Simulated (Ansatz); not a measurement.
GeO₃H₂. Total charge 0; triplet. Geometry PBE-D4/def2-SVP, that of the neutral singlet; atoms count from 1.

Cartesian coordinates in Å:
```
Ge -0.0242 -0.3934 -0.2297
O 0.5044 1.1758 -0.8550
O 0.2560 -0.7760 1.5078
O -1.2546 -0.4354 1.0848
H 0.4597 1.8531 -0.1509
H 0.0587 -1.4240 -1.3570
```

At PBE0-D4/def2-TZVP a singlet of charge 0 lies 2.33 eV below the triplet at the same geometry. The structure comes from a short search, and lower isomers may exist.

**Question.** Estimate the Mulliken populations from the PBE0/def2-TZVP orbitals of Ansatz.

**Answer.** 
```
atom  charge (e)  spin (α − β)
 Ge1        0.67         -0.07
  O2       -0.54         -0.01
  O3       -0.27          1.05
  O4       -0.27          1.05
  H5        0.34          0.00
  H6        0.07         -0.01
```
Mulliken values and Mayer orders depend strongly on the basis.

**Question.** Where does the spin sit?

**Answer.** Summed by element: Ge -0.07, O 2.08, H -0.01, of 2 unpaired in all. Largest on single atoms: O4 1.05, O3 1.05, Ge1 -0.07.

**Question.** And the Mayer bond orders between bonded heavy atoms (over 0.3)?

**Answer.** Ge1–O2 1.12 (1.77 Å); Ge1–O3 1.04 (1.80 Å); Ge1–O4 1.04 (1.80 Å); O3–O4 0.64 (1.61 Å).
